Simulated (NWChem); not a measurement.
Molecule: SnN2H4, singlet; SMILES [NH2][Sn][NH2]

```xyz
7

Sn     0.0000     0.0000    -0.3893
N      1.4902     0.0000     0.9971
H      2.4729     0.0000     0.7465
H      1.3724     0.0000     2.0056
N     -1.4902     0.0000     0.9971
H     -1.3724     0.0000     2.0056
H     -2.4729     0.0000     0.7465
```
Atoms are numbered in this order, from 1.

All runs: NWChem. Low-valent species are run as closed-shell singlets; no triplet was tried in these runs. Structure relaxed at the PBE0/def2-SVP level. def2 effective core potentials on Sn; no spin-orbit coupling. Ions are spin-unrestricted doublets at the neutral geometry; other ion states weren't tried.

For level B3LYP/def2-SVP:

- −ε(HOMO) (eV): 6.01

Question: How do the values read with level r2SCAN/def2-SVP instead?

Answer: The −ε(HOMO) (eV) is 5.25.
